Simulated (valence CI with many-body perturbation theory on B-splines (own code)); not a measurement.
**E1 line list for Bi LXX**

Calculated by relativistic CI+MBPT: four valence electrons over a frozen Dirac-Fock core [Ne], a basis of 11 s, 11 p, 9 d, 7 f, 5 g, 2 h, 1 i functions for each j, with the one-electron correlation potential Σ1 (screened to all orders), the two-electron term Σ2, the three-electron term Σ3, Breit, model QED; selected single and double excitations, second order for the rest (own B-spline code, finite nucleus).

The last digits are not significant, and no measured levels were compared; by estimate large intervals hold to a few tenths of a per cent, small ones and those within an open d or f shell to about a per cent.

Lines 151 to 200 of 279 in falling wavelength, among levels below 1963.7 eV, chosen from the strongest by gf and those to the six lowest levels. Wavelengths and rates use the calculated energies. Electric multipoles are in the length gauge, E1 and E2 with the static RPA response of the core. Weak lines are less certain than strong ones. Lines between different terms over intervals too small for the method are left out, as are lines whose strength nearly cancels. The highest levels of a list are the least certain.

Levels are named by their leading jj configuration (3d3/2^4 stands for four electrons in 3d with j = 3/2), which in mixed levels can hold well under half, so a name can repeat and another be missing. Letters in brackets count levels of one name in rising energy.

```tsv
λ vac (Å)	Upper	Lower	A (s⁻¹)	S (a.u.) with core polarisation	S without
14.78	(3s 3p1/2 3p3/2 3d3/2) J=1 [d]	(3s^2 3p1/2 3d3/2) J=1	1.66e+12	7.92e-03	8.02e-03
14.77	(3s 3p1/2 3p3/2 3d3/2) J=2 [a]	(3s 3p1/2^2 3p3/2) J=2	8.43e+10	6.71e-04	6.79e-04
14.77	(3s 3p1/2 3p3/2^2) J=0	(3s^2 3p1/2 3p3/2) J=1	1.71e+12	2.72e-03	2.75e-03
14.73	(3s 3p1/2 3p3/2 3d3/2) J=2 [b]	(3s^2 3p1/2 3d3/2) J=2	2.30e+12	1.82e-02	1.84e-02
14.70	(3s 3p1/2 3p3/2 3d3/2) J=0 [b]	(3s^2 3p1/2 3d3/2) J=1	3.12e+12	4.89e-03	4.95e-03
14.70	(3s 3p1/2 3p3/2 3d5/2) J=1 [b]	(3s^2 3p1/2 3d5/2) J=2	1.45e+12	6.80e-03	6.89e-03
14.67	(3s 3p1/2 3p3/2^2) J=2 [b]	(3s^2 3p1/2 3p3/2) J=2	3.30e+12	2.57e-02	2.60e-02
14.64	(3s 3p1/2 3p3/2^2) J=1 [a]	(3s^2 3p1/2 3p3/2) J=2	2.18e+10	1.01e-04	1.02e-04
14.63	(3s 3p1/2^2 3p3/2) J=1	(3s^2 3p1/2^2) J=0	1.74e+12	8.06e-03	8.16e-03
14.60	(3s 3p1/2 3p3/2 3d3/2) J=1 [a]	(3s 3p1/2^2 3p3/2) J=2	9.38e+10	4.32e-04	4.38e-04
14.59	(3p1/2^2 3p3/2 3d3/2) J=3	(3s 3p1/2^2 3d3/2) J=2	2.13e+12	2.29e-02	2.32e-02
14.58	(3s 3p1/2 3p3/2 3d3/2) J=3 [b]	(3s^2 3p1/2 3d3/2) J=2	8.14e+11	8.73e-03	8.84e-03
14.58	(3p1/2^2 3p3/2 3d3/2) J=1	(3s 3p1/2^2 3d3/2) J=2	7.76e+11	3.56e-03	3.61e-03
14.56	(3p1/2^2 3p3/2 3d3/2) J=0	(3s 3p1/2^2 3d3/2) J=1	1.37e+12	2.09e-03	2.11e-03
14.55	(3p1/2^2 3p3/2^2) J=0	(3s 3p1/2^2 3p3/2) J=1	3.48e+12	5.29e-03	5.36e-03
14.49	(3s 3p1/2 3p3/2 3d3/2) J=1 [b]	(3s^2 3p1/2 3d3/2) J=2	5.91e+11	2.67e-03	2.70e-03
14.49	(3s 3p1/2 3p3/2 3d3/2) J=3 [a]	(3s 3p1/2^2 3p3/2) J=2	1.10e+11	1.16e-03	1.18e-03
14.49	(3s 3p1/2 3p3/2^2) J=2 [b]	(3s^2 3p1/2 3p3/2) J=1	1.12e+11	8.42e-04	8.54e-04
14.47	(3s 3p1/2 3p3/2 3d5/2) J=3 [d]	(3s^2 3p1/2 3d5/2) J=3	2.79e+12	2.92e-02	2.96e-02
14.46	(3s 3p1/2 3p3/2^2) J=1 [a]	(3s^2 3p1/2 3p3/2) J=1	2.78e+12	1.24e-02	1.26e-02
14.46	(3s 3p1/2 3p3/2 3d5/2) J=2 [c]	(3s^2 3p1/2 3d5/2) J=3	4.40e+11	3.28e-03	3.32e-03
14.46	(3s 3p1/2 3p3/2 3d5/2) J=1 [c]	(3s^2 3p1/2 3d5/2) J=2	1.11e+12	4.96e-03	5.02e-03
14.44	(3s 3p1/2 3p3/2 3d5/2) J=3 [d]	(3s^2 3p1/2 3d5/2) J=2	9.99e+11	1.04e-02	1.05e-02
14.43	(3p1/2^2 3p3/2 3d3/2) J=1	(3s 3p1/2^2 3d3/2) J=1	1.53e+12	6.79e-03	6.88e-03
14.43	(3s 3p1/2 3p3/2 3d5/2) J=2 [c]	(3s^2 3p1/2 3d5/2) J=2	1.18e+12	8.75e-03	8.86e-03
14.42	(3s 3p1/2 3p3/2 3d3/2) J=2 [c]	(3s^2 3p1/2 3d3/2) J=2	7.39e+11	5.47e-03	5.54e-03
14.42	(3s 3p1/2 3p3/2 3d3/2) J=3 [c]	(3s^2 3p1/2 3d3/2) J=2	6.01e+12	6.22e-02	6.30e-02
14.40	(3s 3p1/2 3p3/2^2) J=1 [b]	(3s^2 3p1/2 3p3/2) J=2	6.67e+12	2.95e-02	2.99e-02
14.39	(3s 3p1/2 3p3/2 3d3/2) J=2 [b]	(3s 3p1/2^2 3p3/2) J=1	2.01e+11	1.48e-03	1.50e-03
14.39	(3s 3p1/2 3p3/2 3d3/2) J=1 [c]	(3s^2 3p1/2 3d3/2) J=2	7.13e+12	3.15e-02	3.19e-02
14.38	(3s 3p1/2 3d3/2^2) J=2	(3s 3p1/2^2 3d3/2) J=1	2.72e+12	2.00e-02	2.02e-02
14.32	(3p1/2^2 3p3/2^2) J=2	(3s 3p1/2^2 3p3/2) J=2	9.50e+11	6.89e-03	6.98e-03
14.29	(3s 3p1/2 3p3/2 3d5/2) J=2 [d]	(3s^2 3p1/2 3d5/2) J=3	5.54e+12	3.99e-02	4.04e-02
14.26	(3s 3p1/2 3p3/2 3d5/2) J=2 [d]	(3s^2 3p1/2 3d5/2) J=2	1.37e+12	9.80e-03	9.92e-03
14.23	(3s 3p1/2 3p3/2^2) J=1 [b]	(3s^2 3p1/2 3p3/2) J=1	2.05e+12	8.73e-03	8.84e-03
14.23	(3s 3p1/2 3d3/2^2) J=3	(3s 3p1/2^2 3d3/2) J=2	4.01e+12	3.98e-02	4.04e-02
14.17	(3s 3p1/2 3p3/2 3d3/2) J=1 [b]	(3s 3p1/2^2 3p3/2) J=1	2.50e+11	1.05e-03	1.06e-03
14.10	(3s 3p1/2 3p3/2 3d3/2) J=2 [c]	(3s 3p1/2^2 3p3/2) J=1	3.31e+11	2.29e-03	2.32e-03
14.07	(3s 3p1/2 3p3/2 3d3/2) J=1 [c]	(3s 3p1/2^2 3p3/2) J=1	1.66e+11	6.86e-04	6.95e-04
13.96	(3s^2 3d3/2^2) J=2	(3s^2 3p1/2 3d3/2) J=1	1.20e+13	8.03e-02	8.13e-02
13.91	(3s 3p1/2 3p3/2 3d3/2) J=2 [b]	(3s 3p1/2^2 3p3/2) J=2	8.40e+11	5.58e-03	5.65e-03
13.90	(3s 3p1/2 3p3/2 3d3/2) J=2 [d]	(3s^2 3p1/2 3d3/2) J=2	3.26e+12	2.16e-02	2.19e-02
13.89	(3s 3p1/2 3p3/2 3d3/2) J=1 [d]	(3s^2 3p1/2 3d3/2) J=2	2.15e+11	8.52e-04	8.63e-04
13.78	(3s^2 3p3/2 3d3/2) J=3	(3s^2 3p1/2 3p3/2) J=2	5.74e+12	5.19e-02	5.26e-02
13.77	(3s 3p1/2 3p3/2 3d3/2) J=3 [b]	(3s 3p1/2^2 3p3/2) J=2	5.28e+12	4.77e-02	4.83e-02
13.72	(3s^2 3d3/2 3d5/2) J=3	(3s^2 3p1/2 3d5/2) J=3	6.67e+12	5.95e-02	6.03e-02
13.69	(3s 3p1/2 3p3/2 3d3/2) J=1 [b]	(3s 3p1/2^2 3p3/2) J=2	5.71e+12	2.17e-02	2.20e-02
13.69	(3s^2 3d3/2 3d5/2) J=3	(3s^2 3p1/2 3d5/2) J=2	3.73e+12	3.30e-02	3.35e-02
13.66	(3s^2 3p3/2 3d3/2) J=1	(3s^2 3p1/2 3p3/2) J=2	8.77e+11	3.31e-03	3.35e-03
13.65	(3s^2 3p3/2 3d3/2) J=2	(3s^2 3p1/2 3p3/2) J=2	9.81e+12	6.16e-02	6.24e-02
```
